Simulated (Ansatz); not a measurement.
C₂H₈AlNSi. Total charge 0; spin multiplicity 1. The bonds changed during the relaxation, so this is another structure than the one it started from.

```tsv
atom	x (Å)	y (Å)	z (Å)
Al1	-1.2194	1.4516	-0.7136
C2	-1.7376	0.2697	0.8402
N3	-0.6120	-0.2171	0.1307
C4	0.4729	-0.6705	0.6383
Si5	2.0017	-0.9232	-0.4147
H6	-2.1746	1.3052	-1.9681
H7	-0.0897	2.5535	-0.5657
H8	-1.6676	0.2864	1.9271
H9	-2.6610	-0.1704	0.4577
H10	0.4787	-0.9054	1.7108
H11	1.6673	-0.5750	-1.8166
H12	3.1053	-0.0632	0.0867
H13	2.4360	-2.3417	-0.3127
```

(1) List the harmonic frequencies (cm⁻¹, unscaled) at PBE0-D4/def2-TZVP in Ansatz. (Best estimate.)

(2) Is this a minimum?

(3) Give the ideal-gas thermochemistry at 298.15 K and 1 bar (rigid rotor, harmonic oscillator; point group C1, symmetry number 1).

## Answers

(1) Ansatz gave: 94, 107, 165, 232, 346, 364, 426, 488, 544, 580, 597, 641, 673, 751, 805, 890, 913, 930, 947, 956, 1091, 1155, 1347, 1448, 1651, 1922, 1932, 2225, 2229, 2253, 3037, 3074, 3166.

(2) Yes, all 33 modes are real.

(3) Zero-point energy 227.2 kJ/mol; H(298) − E = 250.5 kJ/mol; entropy 359.2 J/(mol·K), of which translation 166.4, rotation 115.0, vibration 77.7; G(298) − E = 143.4 kJ/mol. Modes under 100 cm⁻¹ are hindered rotations or soft bends, so the harmonic entropy is rough.
